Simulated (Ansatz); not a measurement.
# Energy profile

The step: GaH₃O₃ ([OH][Ga]([OH])[OH]) + H₂ → GaH₃O₂ ([OH][GaH][OH]) + H₂O (still joined by a long Ga–O bond); bonds formed: Ga1–H6, O2–H5; bonds broken: H5–H6; bonds weakened to dative contacts: Ga1–O2 (atoms numbered as in the saddle structure below).

Ga1  (-0.048, -0.277, 0.183)
O2  (0.219, 1.045, -1.201)
O3  (1.507, -0.745, 0.909)
O4  (-1.377, -1.442, -0.014)
H5  (-0.215, 1.542, -0.091)
H6  (-0.590, 1.351, 0.823)
H7  (1.138, 1.244, -1.414)
H8  (1.502, -1.625, 1.290)
H9  (-2.136, -1.093, -0.486)
(Å)

Electronic energies by CCSD(T) at an estimated basis limit (MP2 extrapolated from triple and quadruple zeta, plus CCSD(T) − MP2 in triple zeta), on PBE0-D4/def2-TZVP structures; GaH$_{5}$O$_{3}$, closed shell; no counterpoise correction. Program: Ansatz 0.2.0. Basis: def2-TZVPP and def2-QZVPP. Cores are frozen in the correlated methods. Filled d shells of the heavier atoms are correlated. The def2 sets are not built for correlating such inner shells, so the correlated values are less sure here. Extrapolation: Hartree–Fock as exp(−7.88 √X), correlation as X^−2.97.

**Question.** Give the profile in eV, counted from the separated reactants. (An estimate is asked for; the value comes from the calculation.)

**Answer.** The calculation gives:
| point | eV |
| --- | --- |
| separated: GaH$_{3}$O$_{3}$ (linked as [OH][Ga]([OH])[OH]; Ga1, O2, O3, O4, H7, H8, H9; singlet) + H$_{2}$ (H5, H6; singlet) | 0.000 |
| start structure | -0.053 |
| saddle | 1.094 |
| end structure | -0.319 |
| separated: GaH$_{3}$O$_{2}$ (linked as [OH][GaH][OH]; Ga1, O3, O4, H6, H8, H9; singlet) + H$_{2}$O (O2, H5, H7; singlet) | 0.312 |

The T1 diagnostic stays at or below 0.015.

For scale, one of the runs: CCSD(T)/def2-TZVPP, 211 basis functions, launched by `ansatz run in.yaml --threads 4 --pin off --events-out ev --progress --plain --max-ram 9574MiB`. Time: 85 s of wall clock on 4 CPU threads of an Arm Neoverse V2; the host was shared. Peak host memory: 3.2 GiB.
